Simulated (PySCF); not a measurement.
Ge(F)(SH) (FGeHS), SMILES [F][Ge][SH] (connectivity only; charge and spin as stated), neutral, multiplicity 1. Geometry optimised at B3LYP-D3(BJ)/def2-TZVP. The values are those of a single conformer.

TDA-ωB97X/def2-SVPD in PySCF 2.14.0 puts the lowest singlet excitations at 4.14, 5.13, 6.57, 6.59, 6.88, 7.13 eV.

Q: What are the lowest excitation roots from ADC(2)/aug-cc-pVDZ (PySCF 2.14.0)? (An estimate is asked for; the answer gives what the named calculation found.)

A: 4.00, 4.68, 6.21, 6.48, 6.59, 6.64 eV. S1 differs by -0.14 eV (second minus first; roots are paired by order, and the bases may differ).
